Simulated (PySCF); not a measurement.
ClF, charge +1, doublet, geometry from GFN2-xTB (a state made from the parent by changing its charge; the spin is typed, not shown lowest).

PySCF was given this input:
```python
from pyscf import gto, scf, mp

mol = gto.Mole()
mol.atom = '''
    F    -0.00000000   -0.00000000   -1.04610145
    Cl    0.00000000    0.00000000    0.55381842
'''
mol.basis = 'def2-tzvp'
mol.charge = 1
mol.spin = 1
mol.verbose = 4
mol.build()

mf = scf.UHF(mol)
mf.kernel()

pt = mp.MP2(mf)
pt.kernel()
print('E(MP2) = %.10f' % pt.e_tot)
```

Task: What total energy does MP2/def2-TZVP run with PySCF give?

Result: -558.9936 Eh

Task: Give the SCF-reference Mulliken (on the basis functions themselves) charges in atom order at the level MP2/def2-TZVP.

Result: F1 0.00, Cl2 1.00

Task: Give the MP2 correlation energy at the level MP2/def2-TZVP.

Result: -0.5309 Eh

Task: What SCF-reference HOMO energy does MP2/def2-TZVP give?

Result: -23.22 eV

Task: Predict the number of basis functions from MP2/def2-TZVP.

Result: 68

These values belong to the state on which the SCF converged, which isn't shown to be the lowest.
